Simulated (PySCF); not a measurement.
**Deuteron quadrupole couplings in `C=C/C=C\C(=C)CC`**

C8H12.
Geometry (PBE0-D3(BJ)/def2-SVP, Å), atoms numbered from 1 in this order:
```xyz
20
C8H12 angstrom
C      2.2897    1.0204   -2.1321
C      1.2923    0.5703   -1.3530
C      1.3699   -0.6798   -0.6205
C      0.4766   -1.2881    0.1973
C     -0.8673   -0.9201    0.6448
C     -1.5598   -1.8259    1.3647
C     -1.4701    0.4346    0.3690
C     -0.8230    1.5571    1.1762
H      3.2203    0.4554   -2.2465
H      2.2077    1.9631   -2.6777
H      0.3857    1.1731   -1.2770
H      2.3121   -1.2204   -0.7704
H      0.8056   -2.2529    0.5986
H     -1.1375   -2.8049    1.6075
H     -2.5697   -1.6139    1.7253
H     -2.5436    0.3901    0.6094
H     -1.4175    0.6559   -0.7093
H      0.2568    1.6364    0.9819
H     -1.2812    2.5293    0.9386
H     -0.9500    1.3763    2.2542
```

Level: PBE0/pcSseg-1 (PySCF, non-relativistic); Q(2H) = 0.00286 b; rigid geometry, the same for H and D, with no vibrational averaging.

Q: Tabulate Vzz, the asymmetry η and χzz = 234.96 MHz × Q × Vzz for every hydrogen position.

A: 
| atom | bonded to | bond length (Å) | Vzz (au) | η | χzz (kHz) |
| --- | --- | --- | --- | --- | --- |
| H9 | C1 | 1.095 | 0.3038 | 0.06 | 204 |
| H10 | C1 | 1.092 | 0.3082 | 0.06 | 207 |
| H11 | C2 | 1.091 | 0.3057 | 0.07 | 205 |
| H12 | C3 | 1.097 | 0.2959 | 0.09 | 199 |
| H13 | C4 | 1.096 | 0.2965 | 0.10 | 199 |
| H14 | C6 | 1.093 | 0.3059 | 0.07 | 206 |
| H15 | C6 | 1.093 | 0.3069 | 0.07 | 206 |
| H16 | C7 | 1.101 | 0.2867 | 0.03 | 193 |
| H17 | C7 | 1.102 | 0.2860 | 0.00 | 192 |
| H18 | C8 | 1.100 | 0.2894 | 0.03 | 194 |
| H19 | C8 | 1.101 | 0.2930 | 0.02 | 197 |
| H20 | C8 | 1.100 | 0.2917 | 0.03 | 196 |

Q: How does χzz go with the bond length over the 12 C–H bonds?

A: A straight-line fit has a slope of -13.8 kHz for each 0.01 Å, with a correlation coefficient of -0.96, over lengths from 1.091 to 1.102 Å. The longer bonds have the smaller couplings here.

Q: A static deuteron (I = 1) shows a doublet split by (3/2)χ, (3/4)χ(1 + η) and (3/4)χ(1 − η) with the field along z, y and x of the gradient. What are these for H15?

A: With |χ| = 206.2 kHz and η = 0.066: 309, 165 and 145 kHz, to first order and without motion.

Isolated species at its PBE0-D3(BJ)/def2-SVP geometry (one conformer only). The basis is small and wasn't made for field gradients, so the couplings can be 20 % off.
